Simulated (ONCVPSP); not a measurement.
## Varying the ONCV potential for V (Z = 23)

Base potential:

ONCVPSP 4.0.1 input, shortened (lines: element, Z, core and valence counts, functional; n l f; lmax; l rc ep ncon nbas qcut; lloc lpopt rc5 dvloc0; l nproj debl; icmod fcfact rcfact), LDA (Perdew-Wang 92), scalar-relativistic:

```
  V 23.00    3    4  -001012      upf
    1    0    2.00
    2    0    2.00
    2    1    6.00
    3    0    2.00
    3    1    6.00
    3    2    3.00
    4    0    2.00
    2
    0    1.90    0.00    4    7    7.60
    1    1.55    0.00    5    8   10.90
    2    1.85    0.00    4    9    7.30
    4    5    1.20    6.00
    0    2    1.90
    1    2    0.50
    2    2    3.90
    3    2.25    1.50
```

In the p channel the program set the typed energies aside and used -1.615, 0.250 Ha.

Cutoffs, loose and tight: the cutoffs (Ha) at which the residual kinetic energy of the hardest occupied pseudo-wave falls to 1 and 0.1 mHa per electron. They do not see the model core or the augmentation charge, which bear on the density cutoff. Test errors are all-electron minus pseudo excitation energies from the reference, over the configurations 3s2 3p6 3d3 4s1; 3s2 3p6 3d3 4s0; 3s2 3p6 3d2 4s0; 3s2 3p6 3d3.5 4s1.5. A dash means not determined; rows that change the core or the reference have their own tests.

| change | outcome | cutoff, loose | cutoff, tight | bound ghosts | GHOST(+) flags above zero | largest test error (meV) |
| --- | --- | --- | --- | --- | --- | --- |
| base | generated, projector energies reset by the program | 23 Ha | 28 Ha | none | none | +78 |
| core correction Teter function, fcfact 2.25, rcfact 0.98 | generated, projector energies reset by the program | 23 Ha | 28 Ha | none | none | +79 |
| core correction Teter function, fcfact 2.25, rcfact 1.16 | generated, projector energies reset by the program | 23 Ha | 28 Ha | none | none | +79 |
| core correction Teter function, fcfact 2.25, rcfact 1.36 | generated, projector energies reset by the program | 23 Ha | 28 Ha | none | none | +78 |
| core correction Teter function, fcfact 2.25, rcfact 1.54 | generated, projector energies reset by the program | 23 Ha | 28 Ha | none | none | +78 |
| core correction Teter function, fcfact 2.25, rcfact 1.68 | generated, projector energies reset by the program | 23 Ha | 28 Ha | none | none | +78 |
| core correction Teter function, fcfact 2.25, rcfact 1.8 | generated, projector energies reset by the program | 23 Ha | 28 Ha | none | none | +78 |
| core correction Teter function, fcfact 2.25, rcfact 2.04 | generated, projector energies reset by the program | 23 Ha | 28 Ha | none | none | +76 |

Reading the sweep of the rcfact (base included, trends over the rows without a ghost): The loose cutoff stays near 23 Ha. The median size of the test errors (rows with all tests solved) stays near 5.2 meV.
